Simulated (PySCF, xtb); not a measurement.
BrH3InN, SMILES [InH]([Br])[NH2].

GFN2-xTB (xtb 6.7.1) at its own geometry gives an orbital gap of 3.27 eV and a dipole moment of 4.99 D.

Geometry optimised at PBE0-D3(BJ)/def2-SVP. The def2 effective core potentials stand for the cores of In; spin–orbit coupling is left out. The values are those of a single conformer.

**Question.** What does PBE0/def2-TZVPD (PySCF) give? (An estimate is asked for; the answer gives what the named calculation found.)

**Answer.** gap 6.11 eV (levels -7.48 and -1.37 eV), dipole 2.99 D.
